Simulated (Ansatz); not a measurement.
The cluster Li₃Te⁺. Total charge 1; singlet. Geometry PBE0-D4/def2-TZVP.

```xyz
4

Li    1.5838   -1.6457   -0.7768
Li   -0.9807   -0.2363    2.1915
Li   -0.9673    1.5524   -1.5727
Te    0.3642    0.3297    0.1581
```

In the def2 sets Te takes a core potential; there is no spin–orbit coupling. LC-ωPBE has ω = 0.4 bohr⁻¹. The structure comes from a short search, and lower isomers may exist.

Q: Estimate the orbital energies around the gap (eV) in Ansatz with PBE-D4/def2-SVP, PBE-D4/def2-TZVP, PBE0-D4/def2-SVP, PBE0-D4/def2-TZVP, LC-ωPBE/def2-TZVP.

A: 
| orbital | PBE-D4/def2-SVP | PBE-D4/def2-TZVP | PBE0-D4/def2-SVP | PBE0-D4/def2-TZVP | LC-ωPBE/def2-TZVP |
| --- | --- | --- | --- | --- | --- |
| HOMO−5 | -42.09 | -42.18 | -45.21 | -45.29 | -47.34 |
| HOMO−4 | -42.07 | -42.18 | -45.19 | -45.28 | -47.33 |
| HOMO−3 | -16.91 | -16.98 | -18.59 | -18.64 | -22.04 |
| HOMO−2 | -8.90 | -8.94 | -9.83 | -9.87 | -12.24 |
| HOMO−1 | -8.90 | -8.94 | -9.83 | -9.87 | -12.24 |
| HOMO | -8.00 | -8.09 | -8.89 | -8.96 | -11.27 |
| LUMO | -5.00 | -5.07 | -4.44 | -4.51 | -3.17 |
| LUMO+1 | -4.38 | -4.44 | -3.83 | -3.88 | -2.64 |
| LUMO+2 | -4.38 | -4.44 | -3.83 | -3.88 | -2.64 |
| LUMO+3 | -3.62 | -3.81 | -2.96 | -3.20 | -1.62 |
| LUMO+4 | -3.62 | -3.81 | -2.96 | -3.20 | -1.62 |
| LUMO+5 | -2.90 | -3.07 | -2.23 | -2.45 | -0.88 |
